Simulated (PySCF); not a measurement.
LaF3(NH3) relaxed at several levels

Computed with PySCF 2.14.0, def2-SVP on the ligands, density fitting, scalar-relativistic core potentials, no spin-orbit coupling, vacuum. Each row is relaxed at its own level from the same template. Distances are means of the shortest metal–ligand contacts, charges and spins Mulliken's; removal energies are rigid, with the ligand's formal charge and no counterpoise, so too large; for an anion taken off a cation in vacuum most of it is the attraction of opposite charges, and multiply charged cations can part far more cheaply with an electron moved from ligand to metal. lcecp potentials hold a fixed number of 4f electrons in the core, out of states, spins and gaps.

```json
{"level": "BP86", "basis on the metal": "lcecp-1-SVP with ECP46", "point group": "C3v", "M–F (Å)": "2.158", "M–NH3 (Å)": "2.726", "charge on M (e)": "1.08", "dipole (D)": "6.77", "HOMO–LUMO gap (eV)": "–", "removal of one F (eV)": "10.65", "strongest infrared band, degenerate modes summed (cm⁻¹)": "518", "unstable modes (below −25 cm⁻¹)": "0"}
{"level": "PBE0", "basis on the metal": "def2-SVP with ECP46", "point group": "C3v", "M–F (Å)": "2.162", "M–NH3 (Å)": "2.725", "charge on M (e)": "1.21", "dipole (D)": "6.80", "HOMO–LUMO gap (eV)": "7.90", "removal of one F (eV)": "10.48", "strongest infrared band, degenerate modes summed (cm⁻¹)": "544", "unstable modes (below −25 cm⁻¹)": "0"}
```

Q: What does the calculation give for PBE0, lcecp-1-SVP with ECP46?

A: point group: C3v, M–F (Å): 2.149, M–NH3 (Å): 2.708, charge on M (e): 1.28, dipole (D): 6.33, removal of one F (eV): 10.51, strongest infrared band, degenerate modes summed (cm⁻¹): 525, unstable modes (below −25 cm⁻¹): 0.
```xyz
8

La    0.1225   -0.1225    0.1225
F     1.1801    1.4200    1.1801
F    -1.4200   -1.1801    1.1801
F     1.1801   -1.1801   -1.4200
N    -1.4412    1.4412   -1.4412
H    -2.0537    2.0537   -0.8992
H    -0.8992    2.0537   -2.0537
H    -2.0537    0.8992   -2.0537
```

One start shape was tried for each, so a minimum needn't be the lowest isomer.
